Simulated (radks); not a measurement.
The scandium ion Sc3+, 18 electrons, occupied as [Ar] (the NIST ground configuration). All-electron calculation, non-relativistic Kohn-Sham, LDA (Slater exchange, Perdew-Wang correlation), spin-unpolarised, spherical densities, point nucleus. Program: a radial shooting solver on a logarithmic mesh with Libxc functionals.

Unscreened Slater integrals over Kohn-Sham orbitals (eV). Empty in this configuration: 3d.

integral    value
F0(3p,3p)  21.718
F2(3p,3p)  10.935
F0(3p,3s)  22.345
G1(3p,3s)  14.873
F0(3p,2p)  29.495
F2(3p,2p)  5.7119
G0(3p,2p)  2.2666
G2(3p,2p)  2.3403
F0(3p,2s)  28.971
G1(3p,2s)  1.7363
F0(3p,3d)  19.910
F2(3p,3d)  9.5734
G1(3p,3d)  11.948
G3(3p,3d)  7.2510
F0(3s,3s)  23.039
F0(3s,2p)  30.634
G1(3s,2p)  2.5042
F0(3s,2s)  30.215
G0(3s,2s)  2.0026
F0(3s,3d)  20.437
G2(3s,3d)  9.1082
F0(2p,2p)  80.537
F2(2p,2p)  37.710
F0(2p,2s)  74.743
G1(2p,2s)  43.543
F0(2p,3d)  25.427
F2(2p,3d)  4.4250
G1(2p,3d)  3.0654
G3(2p,3d)  1.7341
F0(2s,2s)  70.955
F0(2s,3d)  25.347
G2(2s,3d)  2.7416
F0(3d,3d)  18.496
F2(3d,3d)  8.7767
F4(3d,3d)  5.5057
